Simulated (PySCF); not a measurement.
**Molecular orbitals of CsC**

UHF at R = 2.826 Å; Cs def2-SVPD with ECP46, C def2-SVPD; scalar-relativistic core potentials (PySCF 2.14). State: ⁴Σ⁻ (quartet), unpaired electrons σ ↑, π ↑↑. Only the outer orbitals are listed, counted within each symmetry, core potentials removing the inner ones.

```json
{"spin": "α", "orbital": "2σ", "occ.": "1", "ε (eV)": "-35.51", "on Cs (%)": "100", "main shells (%)": "100 Cs s"}
{"spin": "α", "orbital": "3σ", "occ.": "1", "ε (eV)": "-19.73", "on Cs (%)": "34", "main shells (%)": "65 C s, 34 Cs p"}
{"spin": "α", "orbital": "1π", "occ.": "1", "ε (eV)": "-18.29", "on Cs (%)": "100", "main shells (%)": "100 Cs p"}
{"spin": "α", "orbital": "1π", "occ.": "1", "ε (eV)": "-18.29", "on Cs (%)": "100", "main shells (%)": "100 Cs p"}
{"spin": "α", "orbital": "4σ", "occ.": "1", "ε (eV)": "-17.27", "on Cs (%)": "65", "main shells (%)": "64 Cs p, 34 C s"}
{"spin": "α", "orbital": "5σ", "occ.": "1", "ε (eV)": "-7.12", "on Cs (%)": "9", "main shells (%)": "90 C p"}
{"spin": "α", "orbital": "2π", "occ.": "1", "ε (eV)": "-6.98", "on Cs (%)": "6", "main shells (%)": "94 C p"}
{"spin": "α", "orbital": "2π", "occ.": "1", "ε (eV)": "-6.98", "on Cs (%)": "6", "main shells (%)": "94 C p"}
{"spin": "α", "orbital": "6σ", "occ.": "0", "ε (eV)": "-0.17", "on Cs (%)": "99", "main shells (%)": "67 Cs s, 32 Cs p"}
{"spin": "α", "orbital": "3π", "occ.": "0", "ε (eV)": "0.17", "on Cs (%)": "100", "main shells (%)": "99 Cs p"}
{"spin": "α", "orbital": "3π", "occ.": "0", "ε (eV)": "0.17", "on Cs (%)": "100", "main shells (%)": "99 Cs p"}
{"spin": "β", "orbital": "2σ", "occ.": "1", "ε (eV)": "-35.43", "on Cs (%)": "100", "main shells (%)": "100 Cs s"}
{"spin": "β", "orbital": "1π", "occ.": "1", "ε (eV)": "-18.23", "on Cs (%)": "100", "main shells (%)": "100 Cs p"}
{"spin": "β", "orbital": "1π", "occ.": "1", "ε (eV)": "-18.23", "on Cs (%)": "100", "main shells (%)": "100 Cs p"}
{"spin": "β", "orbital": "3σ", "occ.": "1", "ε (eV)": "-18.02", "on Cs (%)": "98", "main shells (%)": "98 Cs p"}
{"spin": "β", "orbital": "4σ", "occ.": "1", "ε (eV)": "-9.85", "on Cs (%)": "5", "main shells (%)": "94 C s"}
{"spin": "β", "orbital": "5σ", "occ.": "0", "ε (eV)": "-0.17", "on Cs (%)": "100", "main shells (%)": "64 Cs s, 35 Cs p"}
{"spin": "β", "orbital": "2π", "occ.": "0", "ε (eV)": "0.17", "on Cs (%)": "100", "main shells (%)": "99 Cs p"}
{"spin": "β", "orbital": "2π", "occ.": "0", "ε (eV)": "0.17", "on Cs (%)": "100", "main shells (%)": "99 Cs p"}
```

Which are the highest filled and the lowest empty level, where do they sit, and how wide is the gap?

Highest filled α 2π at -6.98 eV (in %: 94 C p); lowest empty α 6σ at -0.17 eV (in %: 67 Cs s, 32 Cs p); the gap at UHF is 6.81 eV.

The bond order (Mayer) is 0.42, the ⟨S²⟩ is 3.760 and the charge on Cs (Mulliken, basis-dependent) is 0.77. The charge on Cs (Löwdin, basis-dependent) is 0.72, the dipole moment (positive dipole means Cs(−)C(+)) is -10.43 D and the polarisability along the bond is 54.3 bohr³. The polarisability across the bond is 38.6 bohr³.

Spin–orbit coupling is left out. The state is the lowest determinant that a PBE0 search found; another state may lie lower at other levels.
